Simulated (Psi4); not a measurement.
A dimer, CO ··· H2S (SMILES [C-]#[O+] and S); the first 2 atoms form monomer A.

```
5

C      0.5625     0.0000     0.0000
O     -0.5625     0.0000     0.0000
S      1.5991    -2.2013    -1.5189
H      2.4659    -1.2772    -1.9630
H      2.3294    -2.4442    -0.4188
```

Q: What interaction energy does SAPT0/jun-cc-pVDZ, frozen core (Psi4) give, and which attractive term is the largest?

A: Total 16.40 kJ/mol: electrostatics -31.10, exchange 70.66, induction -11.27, dispersion -11.89. The most attractive term is electrostatics.
